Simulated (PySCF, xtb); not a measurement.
ZnBr, SMILES [Zn+][Br], charge +1.

Harmonic wavenumbers (cm⁻¹) from GFN2-xTB (xtb 6.7.1) at its own minimum, in rising order: 292.

Q: What does PBE0-D3(BJ)/def2-TZVP in PySCF 2.14.0 give at its own minimum? (An estimate is asked for; the answer gives what the named calculation found.)

A: 337. Paired by order, the mean absolute difference is 45 cm⁻¹ and the zero-point energies are 0.4 and 0.5 kcal/mol.
